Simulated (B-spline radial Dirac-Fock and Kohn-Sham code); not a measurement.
ΔSCF core binding energies without Breit or QED terms, calculated with a radial finite-basis atomic code.

A sound run for the Ni⁺ ion in the configuration [Ar] 3d9: The ground state converged in 11 iterations, with total energy -1519.06167 Ha, virial ratio 1.98352 and highest orbital energy -20.64 eV. ΔSCF binding energies: K (1s) 8362.5 eV, L3 (2p3/2) 871.3 eV. Holes are computed only in closed shells, and unreliable hole states are left out.

A second run, with one unsound setting: The ground state converged in 10 iterations, with total energy -1518.94035 Ha, virial ratio 1.98352 and highest orbital energy -20.66 eV. ΔSCF binding energies: K (1s) 8362.2 eV, L3 (2p3/2) 871.3 eV. Holes are computed only in closed shells, and unreliable hole states are left out.

```
iter   energy (Ha)        error
   1    -1515.65502599  1.00e+00
   2    -1515.62807919  4.86e-01
   3    -1518.93222459  1.92e-02
   4    -1518.93915543  1.37e-02
   5    -1518.94020298  2.21e-03
   6    -1518.94024677  2.66e-03
   7    -1518.94034580  3.10e-04
   8    -1518.94034785  1.32e-05
   9    -1518.94034788  3.23e-06
  10    -1518.94034788  8.10e-07
```

Problem. Which fault fits the second run best?
A. speed of light below Z
B. spline order too low
C. damping too heavy
D. unbound anion

Solution. B. The input had order = 3: order is too low for an accurate radial basis.
